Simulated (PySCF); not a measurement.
# CaSe⁺ at LDA

Level: LDA. Ca def2-SVP, Se def2-SVP; no relativity (PySCF 2.14).

For CaSe⁺, the state is ²Π (doublet), unpaired electrons π ↑ and the bond length is 2.553 Å. The harmonic wavenumber is 317 cm⁻¹. The force constant is 1.57 mdyn/Å and the rotational constant Be is 0.09712 cm⁻¹. The anharmonicity ωexe is 0.771 cm⁻¹. The vibration–rotation constant αe is 0.000347 cm⁻¹. The well depth De to Ca⁺ + Se is 326 kJ/mol, the dissociation energy D0 is 324 kJ/mol and the bond order (Mayer) is 1.52. The dipole moment (positive dipole points towards Se; it is taken about the centre of mass and depends on that origin) is -11.65 D.

Spin–orbit coupling is left out. For an ion De counts to the pair picked by the measured ionisation energies or electron affinities, which need not be the lowest pair at this level. Counting both spins, an empty level lies below a filled one in this solution, because spin and occupation are held. The state was picked by a PBE0 search and need not be the measured ground state.
